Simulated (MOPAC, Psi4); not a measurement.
Interaction energy of H10Si4 ··· H2O (SMILES [SiH3][SiH2][SiH2][SiH3] and O). Monomers: optimised at B3LYP-D3(BJ) (def2-SVP and def2-TZVP), held rigid. Orientation: lowest of the rigid-body minima from ten starts at GFN2-xTB. Only R, the distance of the centres of mass, is varied, so the lowest point isn't the relaxed dimer. The table gives interaction energies.

```csv
R / Å,A,B,C
3.08,19.65,5.99,22.81
3.32,5.93,-3.29,13.69
3.51,0.21,-6.68,9.24
3.71,-2.85,-8.03,6.48
3.93,-4.14,-8.05,4.79
4.19,-4.25,-7.14,3.60
4.50,-3.59,-5.68,2.67
5.04,-2.22,-3.40,1.68
5.72,-1.12,-1.62,1.02
6.68,-0.46,-0.56,0.57
8.00,-0.16,-0.19,0.29
```

Energies in kJ/mol.

Q: Match the curves with the methods PBE-D3(BJ)/def2-TZVP, counterpoise-corrected (Psi4 1.11); PM3, restricted, heats of formation in MOPAC; DF-SCS-MP2/aug-cc-pVDZ, frozen core, counterpoise-corrected (Psi4 1.11).

A: A is SCS-MP2/aug-cc-pVDZ; B is PBE-D3(BJ)/def2-TZVP; C is PM3.
